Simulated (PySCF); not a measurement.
Ga(Cl)(SeH)2, H2ClGaSe2, SMILES [Cl][Ga]([SeH])[SeH], PBE0/def2-SVP optimised geometry.

```
6

Ga    -0.40     0.41     0.00
Cl    -2.37     1.27     0.00
Se    -0.30    -1.91     0.00
H      1.17    -1.91     0.00
Se     1.37     1.91     0.00
H      2.37     0.82     0.01
```

Density from PBE0/def2-TZVP (PySCF 2.14.0) at that geometry.

Minimum of the electron density along straight lines between bonded atoms, close to the bond critical point (lines longer than 1.1 times the sum of covalent radii, or with two minima, are not listed):

| bond | length / Å | ρ at the minimum / e bohr⁻³ | ∇²ρ there / e bohr⁻⁵ | position (fraction from the first atom) |
|---|---|---|---|---|
| Ga1–Cl2 | 2.148 | 0.097 | 0.27 | 0.44 |
| Ga1–Se3 | 2.315 | 0.088 | 0.08 | 0.44 |
| Se3–H4 | 1.472 | 0.174 | -0.31 | 0.63 |
| Ga1–Se5 | 2.315 | 0.088 | 0.08 | 0.44 |
| Se5–H6 | 1.472 | 0.174 | -0.31 | 0.63 |
